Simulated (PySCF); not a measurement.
C8H13N.
SMILES with atom numbers: `[CH2:1]1[CH2:2][C:3](=[N:4][CH:5]2[CH2:6][CH2:7][CH2:8]2)[CH2:9]1` (hydrogens: H10, H11 on C1; H12, H13 on C2; H14 on C5; H15, H16 on C6; H17, H18 on C7; H19, H20 on C8; H21, H22 on C9)

The geometry is computed with GFN2-xTB (gas phase).

Some entries are withheld. Bonds in one row agree within 0.01 Å.

| coordinate | value |
| --- | --- |
| C1–C2 | ? |
| C2–C3 | ? |
| C3=N4 | 1.251 Å |
| N4–C5 | 1.433 Å |
| C5–C6, C5–C8 | 1.543 Å |
| C6–C7, C7–C8 | 1.535 Å |
| C3–C9 | 1.515 Å |
| C1–C9 | ? |
| C1–H10, C1–H11 | 1.088 Å |
| C2–H12, C2–H13 | 1.088 Å |
| C5–H14 | 1.098 Å |
| C6–H15, C8–H19 | 1.088 Å |
| C6–H16, C8–H20 | 1.087 Å |
| C7–H17 | 1.088 Å |
| C7–H18 | 1.088 Å |
| C9–H21, C9–H22 | 1.090 Å |
| C2–C1–C9 | ? |
| C1–C2–C3 | 88.7° |
| C2–C3–N4 | 130.7° |
| C2–C3–C9 | 92.8° |
| N4–C3–C9 | 136.5° |
| C3–N4–C5 | ? |
| N4–C5–C6 | 113.9° |
| N4–C5–C8 | 115.2° |
| C6–C5–C8 | 89.1° |
| C5–C6–C7 | 89.8° |
| C6–C7–C8 | 89.7° |
| C1–C9–C3 | ? |

Problem. Estimate the withheld lengths and angles.

Solution. 
- C1–C2 = 1.541 Å, drawn single (both ends four-membered-ring carbon); 0.02 Å above the sum of covalent radii, 1.52 Å.
- C2–C3 = 1.500 Å, drawn single (four-membered-ring carbon to imine carbon); 0.01 Å above the sum of covalent radii, 1.49 Å.
- C1–C9 = 1.540 Å, drawn single (both ends four-membered-ring carbon); 0.02 Å above the sum of covalent radii, 1.52 Å.
- C2–C1–C9 = 90.2°, at the four-membered-ring carbon, inside a 4-membered ring; the outer atoms are 2.183 Å apart.
- C3–N4–C5 = 120.7°, at the imine nitrogen; the outer atoms are 2.333 Å apart.
- C1–C9–C3 = 88.3°, at the four-membered-ring carbon, inside a 4-membered ring; the outer atoms are 2.127 Å apart.

Radii are Cordero's, carbon taken as 0.76, 0.73 or 0.69 Å for four, three, and two or fewer neighbours.

Whether it is a minimum is left open (no frequencies). One conformer, not necessarily the lowest (C3–N4–C5–C6 -172°, C9–C1–C2–C3 1°, C1–C2–C3–N4 179°, N4–C5–C6–C7 -128°, C5–C6–C7–C8 10°).
